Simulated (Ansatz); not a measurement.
# Pulling the pair apart

The pair of Ag⁺ (SMILES [Ag+], atom 1) and CO (SMILES [C-]#[O+], atoms 2–3), both closed shells, in one local arrangement (a lower one may exist), relaxed at PBE0-D4/def2-TZVP:

Ag1  (-0.257, 0.053, -1.772)
C2  (0.049, -0.010, 0.336)
O3  (0.208, -0.043, 1.436)
(Å)

CO is shifted rigidly along the line between the mean atom positions of the two fragments (negative: closer). Counterpoise interaction energies in kcal/mol. Program: Ansatz 0.2.0. Basis: def2-TZVPPD. Cores are frozen in the correlated methods. Filled d shells of the heavier atoms are correlated. Core potentials replace the inner electrons of the atoms past krypton.

```csv
shift (Å),PBE0-D4,PBE-D4,HF
-0.21,-23.15,-31.19,6.87
-0.11,-26.77,-33.74,-1.63
0.00,-27.68,-33.74,-6.58
0.11,-27.04,-32.34,-9.24
0.26,-24.85,-29.33,-10.66
0.53,-19.68,-23.17,-9.96
1.07,-11.11,-13.43,-6.21
2.13,-3.73,-4.58,-2.17
```

Q: What does CCSD(T) give at these shifts? (An estimate is asked for; the value comes from the calculation.)

A: Computed: -15.72, -20.53, -22.41, -22.54, -21.14, -16.82, -9.51, -3.40 kcal/mol. For zero shift, CCSD(T) at an estimated basis limit (MP2 extrapolated from triple and quadruple zeta, plus CCSD(T) − MP2 in triple zeta) gives -25.25 kcal/mol. These are counterpoise interaction energies, counted from the two frozen fragments.

The T1 diagnostic stays at or below 0.017.

For scale, one of the runs: CCSD(T)/def2-TZVPPD, 133 basis functions, launched by `ansatz run in.yaml --threads 2 --pin off --events-out ev --progress --plain --max-ram 5222MiB`. The run took 10 s on 2 CPU threads of an Intel Xeon Platinum 8488C (shared host), with 0.64 GiB of host memory at its peak.
